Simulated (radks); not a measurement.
Removal energies from the cerium ion Ce7+, [Kr] 4d10 5s2 5p(1/2: 2, 3/2: 1), by Delta-SCF beside the eigenvalue of the level emptied. All-electron calculation, Dirac Kohn-Sham, BLYP, spin-unpolarised, spherical densities, finite nucleus; Fermi nuclear charge, rms radius of each element as measured or else 0.836 A^(1/3) + 0.57 fm. Program: a radial shooting solver on a logarithmic mesh with Libxc functionals. Sub-shells are occupied by j as written (lower j first in brackets).

| removed from | final configuration | Delta-SCF (eV) | -eigenvalue (eV) |
|---|---|---|---|
| 5p3/2 | [Kr] 4d10 5s2 5p(1/2: 2, 3/2: 0) | 106.76 | 99.572 |
| 5p1/2 | [Kr] 4d10 5s2 5p(1/2: 1, 3/2: 1) | 110.88 | 103.47 |
| 5s1/2 | [Kr] 4d10 5s1 5p(1/2: 2, 3/2: 1) | 129.26 | 121.35 |
| 4d5/2 | [Kr] 4d(3/2: 4, 5/2: 5) 5s2 5p(1/2: 2, 3/2: 1) | 214.15 | 200.87 |
